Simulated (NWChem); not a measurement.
System: GeF2, singlet; SMILES [F][Ge][F]

```xyz
3

Ge     0.0000     0.0000     0.4183
F     -1.3343     0.0000    -0.7437
F      1.3343     0.0000    -0.7437
```
Atoms are numbered in this order, from 1.

Computed with NWChem. Low-valent species are run as closed-shell singlets; no triplet was tried in these runs. Geometry: optimised at PBE-D3(BJ)/def2-SVP. Ions are spin-unrestricted doublets at the neutral geometry; other ion states weren't tried.

```csv
level,"vertical ionisation energy, ΔSCF (eV)",−ε(HOMO) (eV),ΔSCF minus −ε(HOMO) (eV)
B3LYP/def2-TZVP,11.79,8.86,2.93
PBE/def2-TZVP,11.46,7.71,3.75
"LDA (Slater exchange, VWN5)/def2-TZVP",11.81,7.97,3.84
CAM-B3LYP/def2-TZVP,11.91,10.44,1.47
LRC-wPBEh/def2-TZVP,___,___,___
```

### Question
Fill in the missing entries.

### Answer

- LRC-wPBEh/def2-TZVP, vertical ionisation energy, ΔSCF (eV): 11.69
- LRC-wPBEh/def2-TZVP, −ε(HOMO) (eV): 10.85
- LRC-wPBEh/def2-TZVP, ΔSCF minus −ε(HOMO) (eV): 0.84
